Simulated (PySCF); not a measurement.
Planning a shielding job on `COB(C[O+](C)C)OC`.

Method: GIAO PBE0/pcSseg-1 NMR shielding, non-relativistic, gas phase (PySCF 2.14.0, density-fitted response routines). Geometry: GFN2-xTB. Work: shieldings, charges and field gradients, density fitting. The input is one job of a driver script: a line of settings, then coordinates in Å.

Command:
```bash
OMP_NUM_THREADS=1 python probes_run.py task.json out
```

Input:
```
{"job": {"kind": "nmr", "xc": "PBE0", "basis": "pcSseg-1"}, "charge": 1, "multiplicity": 1}
C      2.778593    -1.353855    -0.507189
O      2.075286    -0.164330    -0.219581
B      0.772626     0.042285    -0.082173
C     -0.338579    -1.159167    -0.196057
O     -1.740245    -0.810328     0.045245
C     -1.955638    -0.326062     1.388004
C     -2.250908     0.117680    -0.936314
O      0.283986     1.276364     0.158651
C      1.120085     2.426739     0.269754
H      2.982228    -1.397942    -1.578365
H      3.724208    -1.310769     0.032991
H      2.223694    -2.243101    -0.205799
H     -0.112115    -1.959147     0.513003
H     -0.313014    -1.606099    -1.192703
H     -1.424084     0.611065     1.556587
H     -3.027147    -0.186594     1.526261
H     -1.602927    -1.087491     2.082138
H     -2.118953    -0.326722    -1.921780
H     -3.314986     0.254457    -0.745998
H     -1.726249     1.072089    -0.882182
H      0.558212     3.275779    -0.117418
H      1.362209     2.591953     1.319732
H      2.038965     2.290180    -0.296730
```

Hardware: an Arm Neoverse V1 with one thread, no GPU, shared host with 32 logical CPUs at a one-minute load of 26. PySCF's memory limit was set to 1040 MB.

Question: How large is the basis?

Answer: 223 functions for 72 electrons, with 1150 fitting functions; the fitted three-index integrals, 1150 × 223 × 224/2 numbers of 8 bytes, come to 220 MiB.

Question: Which is nearest to the wall time?
A. 51 s
B. 6.4 s
C. 0.85 s

Answer: A. The run took 51 s. The SCF took 14 cycles.

Question: How much memory does it need at the peak?

Answer: About 1.0 GiB. Peak memory is the resident size of the whole Python process, interpreter and libraries included.

Question: At this speed, how long would 20000 such jobs take on 64 cores, one job a core?

Answer: 20000/64 gives 313 rounds of 51 s, about 4.4 h of wall time and 280 core-hours, if the jobs don't slow each other.

The SCF part of the output:
```
coarse grid: 18456 points
cycle   1  E = -448.5130756234  dE =  1.329e+00  |g| = 7.551e-01  |ddm| = 3.874e+00
cycle   2  E = -448.3993418938  dE =  1.137e-01  |g| = 1.102e+00  |ddm| = 1.254e+00
cycle   3  E = -448.6150849383  dE = -2.157e-01  |g| = 7.802e-02  |ddm| = 8.031e-01
cycle   4  E = -448.6161193177  dE = -1.034e-03  |g| = 2.002e-02  |ddm| = 4.986e-02
cycle   5  E = -448.6161633718  dE = -4.405e-05  |g| = 1.352e-02  |ddm| = 1.859e-02
cycle   6  E = -448.6161946940  dE = -3.132e-05  |g| = 2.493e-03  |ddm| = 8.565e-03
cycle   7  E = -448.6161959673  dE = -1.273e-06  |g| = 4.036e-04  |ddm| = 1.962e-03
final grid: 176080 points
cycle   8  E = -448.7006997130  dE = -5.089e-05  |g| = 1.708e-02  |ddm| = 2.949e-02
cycle   9  E = -448.7006497690  dE =  4.994e-05  |g| = 2.445e-02  |ddm| = 1.953e-02
cycle  10  E = -448.7007524994  dE = -1.027e-04  |g| = 1.938e-03  |ddm| = 1.174e-02
cycle  11  E = -448.7007533310  dE = -8.316e-07  |g| = 1.596e-04  |ddm| = 1.411e-03
cycle  12  E = -448.7007533339  dE = -2.887e-09  |g| = 1.195e-04  |ddm| = 2.037e-04
cycle  13  E = -448.7007533363  dE = -2.425e-09  |g| = 3.150e-05  |ddm| = 9.265e-05
cycle  14  E = -448.7007533364  dE = -1.679e-10  |g| = 7.140e-06  |ddm| = 2.169e-05
converged SCF energy = -448.7007533364
```

On the final grid dE counts from the start density on that grid.

Times come from a shared host and carry two figures at best.
